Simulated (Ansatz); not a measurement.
Computed with Ansatz on PBE0-D4/def2-TZVP structures; ΔE is electronic, products minus reactants. CCSD(T)/CBS is the MP2 limit (def2-TZVPP, def2-QZVPP) plus CCSD(T) − MP2 in def2-TZVPP, frozen cores. This one scheme is used for every species. Functionals use def2-TZVPP. One conformer a species, not always the lowest.

`OB(O[SiH3])O[SiH3]` + H–F → `OB(F)O[SiH3]` + silanol  (ligand exchange at a B–O bond)

```
             species  r2SCANh energy (Eh)
`OB(O[SiH3])O[SiH3]`           -833.88491
                 H–F           -100.44147
      `OB(F)O[SiH3]`           -567.20755
           `O[SiH3]`           -367.12516
```

Task: Work out ΔE.

Result: ΔE = (-567.20755) + (-367.12516) − (-833.88491) − (-100.44147) = -0.00633 Eh = -16.6 kJ/mol. CCSD(T)/CBS gives -6.8 kJ/mol.

Largest T1 diagnostic among the species: 0.012.

At CCSD(T), def2-SVP lies −4.6 kJ/mol from the extrapolated value and def2-TZVPP −2.3 kJ/mol. Leaving LDA and LC-ωPBE aside and taking each functional with its dispersion term where it has one, the values, not all of them listed here, spread over 8.2 kJ/mol, from B97M-V to revPBE-D4. LDA lies +6.5 kJ/mol from PBE without D4. The D4 term adds +10.1 kJ/mol with B3LYP and +6.0 kJ/mol with PBE0; it sums over pairs of atoms, weighted by their polarisabilities, and B3LYP, whose exchange is more repulsive, gets the larger term.

B3LYP here is the variant with VWN-RPA as its local correlation; programs differ in this.
